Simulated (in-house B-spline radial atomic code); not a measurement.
## Ionising the rhenium ion Re⁵⁺ with different functionals

Computed with a radial B-spline atomic code at the basis-set limit: four-component Dirac-Coulomb Hamiltonian, Fermi nucleus of rms radius 5.3698 fm, spin-restricted, spherical fractional occupations for the functionals. The ionisation energy is the difference of two self-consistent energies, [Xe] 4f14 5d2 → [Xe] 4f14 5d1, without Breit or QED terms; ε is the level of the shell that loses the electron (mean over j). The electron is taken from both j subshells in proportion to 2j + 1, so the result is a j average, not the step between ground levels.

Hybrids are left out here: with spherical fractional occupations of an open shell their exact exchange keeps a self-interaction that integer-occupation calculations don't have.

```json
{"method": "LDA VWN5", "rung": "LDA", "ΔSCF (eV)": "67.08", "-ε(5d) (eV)": "59.87"}
{"method": "relativistic LDA", "rung": "LDA", "ΔSCF (eV)": "67.09", "-ε(5d) (eV)": "59.88"}
{"method": "LDA PW92", "rung": "LDA", "ΔSCF (eV)": "?", "-ε(5d) (eV)": "?"}
{"method": "LDA exchange-only", "rung": "LDA", "ΔSCF (eV)": "65.43", "-ε(5d) (eV)": "58.24"}
{"method": "PBE", "rung": "GGA", "ΔSCF (eV)": "66.72", "-ε(5d) (eV)": "59.52"}
{"method": "PBEsol", "rung": "GGA", "ΔSCF (eV)": "66.73", "-ε(5d) (eV)": "59.54"}
{"method": "BLYP", "rung": "GGA", "ΔSCF (eV)": "66.67", "-ε(5d) (eV)": "59.46"}
{"method": "RPBE", "rung": "GGA", "ΔSCF (eV)": "66.62", "-ε(5d) (eV)": "59.42"}
{"method": "PW91", "rung": "GGA", "ΔSCF (eV)": "66.82", "-ε(5d) (eV)": "59.61"}
{"method": "BP86", "rung": "GGA", "ΔSCF (eV)": "66.78", "-ε(5d) (eV)": "59.60"}
{"method": "AM05", "rung": "GGA", "ΔSCF (eV)": "?", "-ε(5d) (eV)": "?"}
{"method": "OLYP", "rung": "GGA", "ΔSCF (eV)": "66.83", "-ε(5d) (eV)": "59.60"}
```

(1) What does LDA PW92 give?

(2) What does AM05 give?

(3) How do they compare with the NIST value?

## Answers

(1) ΔSCF 67.07 eV, and -ε(5d) = 59.86 eV.

(2) ΔSCF 66.74 eV, and -ε(5d) = 59.54 eV.

(3) NIST lists 67 eV ± 2 (tabulated theory, ground level to ground level). Errors run from -1.57 to +0.09 eV; all lie within about twice that uncertainty, so the table can't rank the methods.
